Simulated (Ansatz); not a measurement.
Consider the ligand exchange at the Si–C bond: `C[SiH2]C[SiH2]F` + `N[PH][AlH2]` → `C[SiH2]N[PH][AlH2]` + `C[SiH2]F`.

Program: Ansatz. Geometries: PBE0-D4/def2-TZVP. ΔE: electronic, gas phase. CBS: MP2 limit from def2 TZ/QZ plus the TZ coupled-cluster correction, frozen cores. Functionals use def2-TZVPP. One conformer a species, not always the lowest.

Is it downhill or uphill in electronic energy at CCSD(T)/CBS, and by how much? (Estimate.)

The calculation gave: Downhill: ΔE = -0.55 eV.

What do these levels give: ωB97M-V, MP2/def2-TZVPP, SCS-MP2/def2-TZVPP, HF/def2-QZVPP, MP2/def2-QZVPP, SCS-MP2/def2-QZVPP? (An estimate is asked.)

Computed: ωB97M-V -0.52, MP2/def2-TZVPP -0.57, SCS-MP2/def2-TZVPP -0.59, HF/def2-QZVPP -0.64, MP2/def2-QZVPP -0.58, SCS-MP2/def2-QZVPP -0.59 eV.

Largest T1 diagnostic among the species: 0.013.

In def2-TZVPP, CCSD(T) changes the Hartree–Fock value by +0.08 eV (the triples alone add +0.01 eV) and MP2 by +0.06 eV.
